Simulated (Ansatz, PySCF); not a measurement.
System: C2H4N (charge -1, singlet). It need not be the lowest isomer of its formula. Whether it binds its extra electron was not tested at this geometry. 
Geometry from a B3LYP-D3(BJ)/def2-TZVP (Ansatz, an electronic-structure program) optimisation:
```
N
C 1 1.3179
C 1 1.3179 2 126.88
H 3 1.0866 1 119.47 2 180.00
H 2 1.0866 1 119.47 3 180.00
H 3 1.1007 4 117.74 1 -180.00
H 2 1.1007 5 117.74 1 180.00
```
Charge -1, spin multiplicity 1.

Total electronic energies in hartree. Valence correlation only, unless marked. Spin-orbit coupling is left out. Non-relativistic. CBS(X,Y): correlation extrapolated as X^-3; Hartree-Fock from the larger set. The bracket is a focal-point correction in the basis named.

```json
[
 {"level": "HF/def2-TZVPD", "program": "PySCF", "energy (Eh)": "-132.45895"},
 {"level": "RI-HF/cc-pVQZ", "program": "Ansatz", "energy (Eh)": "-132.46190"},
 {"level": "BLYP/def2-TZVPD", "program": "Ansatz", "energy (Eh)": "-133.31456"},
 {"level": "BP86-D3(BJ)/def2-TZVPD", "program": "PySCF + dftd3", "energy (Eh)": "-133.37578"},
 {"level": "BP86/def2-TZVPD", "program": "PySCF", "energy (Eh)": "-133.37075"},
 {"level": "B97M-V/def2-TZVPD", "program": "Ansatz", "energy (Eh)": "-133.34939"},
 {"level": "B3LYP-D4/def2-TZVPD", "program": "Ansatz + dftd4", "energy (Eh)": "-133.37637"},
 {"level": "PBE0/def2-SVP", "program": "Ansatz", "energy (Eh)": "-133.03368"},
 {"level": "PBE0-D4/def2-TZVP", "program": "Ansatz + dftd4", "energy (Eh)": "-133.19489"},
 {"level": "TPSSh/def2-TZVPD", "program": "PySCF", "energy (Eh)": "-133.36759"},
 {"level": "r2SCAN0-D4/def2-TZVPD", "program": "Ansatz + dftd4", "energy (Eh)": "-133.25773"},
 {"level": "PW6B95-D3(BJ)/def2-TZVPD", "program": "PySCF + dftd3", "energy (Eh)": "-133.52576"},
 {"level": "HSE06/def2-TZVPD", "program": "Ansatz", "energy (Eh)": "-133.18820"},
 {"level": "CAM-B3LYP-D3(BJ)/def2-TZVPD", "program": "Ansatz + dftd3", "energy (Eh)": "-133.29144"},
 {"level": "CAM-B3LYP/def2-TZVPD", "program": "PySCF", "energy (Eh)": "-133.28909"},
 {"level": "LC-wPBE-D3(BJ)/def2-TZVPD", "program": "Ansatz + dftd3", "energy (Eh)": "-133.26398"},
 {"level": "wB97M-V/def2-TZVPD", "program": "Ansatz", "energy (Eh)": "-133.29297"},
 {"level": "RI-MP2/aug-cc-pVQZ", "program": "Ansatz", "energy (Eh)": "-133.07647"},
 {"level": "SCS-MP2/6-31G", "program": "Ansatz", "energy (Eh)": "-132.62474"},
 {"level": "SCS-MP2/cc-pVDZ", "program": "Ansatz", "energy (Eh)": "-132.85341"},
 {"level": "CCSD(T)/cc-pVDZ", "program": "Ansatz", "energy (Eh)": "-132.90678"},
 {"level": "CCSD(T) with core electrons/cc-pwCVTZ", "program": "Ansatz", "energy (Eh)": "-133.21451"},
 {"level": "RI-MP2/CBS(aug-cc-pVTZ,aug-cc-pVQZ)+[CCSD(T)-MP2]/aug-cc-pVTZ", "program": "Ansatz", "energy (Eh)": "-133.1433"}
]
```

Totals of different functionals don't rank their quality; only differences between species are comparable.
